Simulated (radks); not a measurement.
Cs54+, 1 electrons, occupied as 1s1.

All-electron calculation, scalar-relativistic Kohn-Sham, exchange-only LDA, spin-polarised, spherical densities, point nucleus; open shells are filled with parallel spins first (spin-orbit coupling, left out, can overturn this in heavy ions). Program: a radial shooting solver on a logarithmic mesh with Libxc functionals.

Energy parts (eV):
part                 energy
total             -42893.74
kinetic            46827.79
electron-nucleus  -89791.08
Hartree              498.09
exchange            -428.54

Orbitals (lengths in bohr, moments of r in powers of bohr; r(90%) holds 90 % of the orbital's charge):
| orbital | occ. | eigenvalue (eV) | r(90%) | <r> |
|---|---|---|---|---|
| 1s up | 1 | -42538.49 | 0.0463 | 0.02578 |
| 2s up | 0 | -10605.43 | 0.159 | 0.1037 |
| 2p up | 0 | -10258.26 | 0.143 | 0.08874 |

The highest occupied level is 1s up at -42538 eV. The density falls to 0.001 e/bohr^3 at r = 0.16 bohr. Summed over all electrons, <r^2> = 0.0008993 bohr^2, which gives a Langevin (diamagnetic) susceptibility term of -0.000712 x 10^-6 cm^3/mol.
